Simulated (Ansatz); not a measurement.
Z-matrix (Å, degrees):
```
C
C 1 1.3260
H 2 1.0833 1 121.55
H 2 1.0857 3 117.09 1 -179.89
H 1 1.0870 2 120.18 3 0.87
C 1 1.4861 5 115.96 2 -178.58
H 6 1.0910 1 111.39 5 -176.06
H 6 1.0937 7 107.85 1 -122.10
S 6 1.8192 7 110.03 8 -112.58
H 9 1.3423 6 96.14 7 -67.91
```
Charge 0, multiplicity 1.

The numbers are results of frozen-core CCSD(T)/cc-pVTZ // PBE0-D3(BJ)/def2-TZVP (Ansatz, a quantum-chemistry and plane-wave program), not measurements.

The HF energy is -514.66149 Ha and the MP2 correlation energy is -0.67862 Ha.

### Question
Estimate the CCSD correlation energy, the (T) correction, the total energy and the T1 diagnostic.

### Answer

- CCSD correlation energy: -0.72405 Ha
- (T) correction: -0.03241 Ha
- CCSD(T) total energy: -515.41795 Ha
- T1 diagnostic: 0.010
